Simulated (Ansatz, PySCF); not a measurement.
Gas-phase reaction (SMILES): CO[Si](F)(OC)OC [fluoro(trimethoxy)silane] + [H][H] (H2) -> CO[SiH](OC)OC + F (HF); hydrogen cleaves one Si-F bond, a model of a ligand-exchange step.

Geometries: B3LYP-D3(BJ)/def2-TZVP minima from Ansatz (a program for electronic structure), one conformer each, not searched for the lowest. Correlated levels leave the core frozen unless marked. No spin-orbit coupling. No relativistic terms. Basis-set limits of correlation are two-point, X^-3; Hartree-Fock from the larger set. The bracket is a focal-point correction in the basis named. Thermal terms are rigid-rotor harmonic-oscillator values from B3LYP-D3(BJ) frequencies (Ansatz or PySCF) at 298.15 K and 1 atm. 1 Eh = 627.5095 kcal/mol.

```json
[
 {"species": "CO[Si](F)(OC)OC", "E, RI-MP2/CBS(aug-cc-pV(T+d)Z,aug-cc-pV(Q+d)Z)+[CCSD(T)-MP2]/aug-cc-pV(T+d)Z (Ansatz) (Eh)": "-734.15681", "E, wB97X-V/def2-TZVPD (Ansatz) (Eh)": "-734.95233", "H - E (Eh)": "0.14425"},
 {"species": "[H][H] (H2)", "E, RI-MP2/CBS(aug-cc-pV(T+d)Z,aug-cc-pV(Q+d)Z)+[CCSD(T)-MP2]/aug-cc-pV(T+d)Z (Ansatz) (Eh)": "-1.17524", "E, wB97X-V/def2-TZVPD (Ansatz) (Eh)": "-1.17238", "H - E (Eh)": "0.01336"},
 {"species": "CO[SiH](OC)OC", "E, RI-MP2/CBS(aug-cc-pV(T+d)Z,aug-cc-pV(Q+d)Z)+[CCSD(T)-MP2]/aug-cc-pV(T+d)Z (Ansatz) (Eh)": "-634.88286", "E, wB97X-V/def2-TZVPD (Ansatz) (Eh)": "-635.61518", "H - E (Eh)": "0.14858"},
 {"species": "F (HF)", "E, RI-MP2/CBS(aug-cc-pV(T+d)Z,aug-cc-pV(Q+d)Z)+[CCSD(T)-MP2]/aug-cc-pV(T+d)Z (Ansatz) (Eh)": "-100.39388", "E, wB97X-V/def2-TZVPD (Ansatz) (Eh)": "-100.45520", "H - E (Eh)": "0.01259"}
]
```

### Question
Work out ΔE and ΔH at 298.15 K at the first level, then ΔH at the second.

### Answer

1. ΔE = [(-634.88286) + (-100.39388)] - [(-734.15681) + (-1.17524)] = 0.05531 Eh = 34.7 kcal/mol at RI-MP2/CBS(aug-cc-pV(T+d)Z,aug-cc-pV(Q+d)Z)+[CCSD(T)-MP2]/aug-cc-pV(T+d)Z.
2. The terms H - E add up to 0.00356 Eh, so ΔH = (0.05531 + (0.00356))×627.5095 = 36.9 kcal/mol.
3. At wB97X-V/def2-TZVPD the same steps give ΔE = 34.1 and ΔH = 36.3 kcal/mol, a shift of -0.6 from the first level.
4. These values are not checked against measurement here, since the tables used lack a sound gas-phase enthalpy of formation for at least one species.
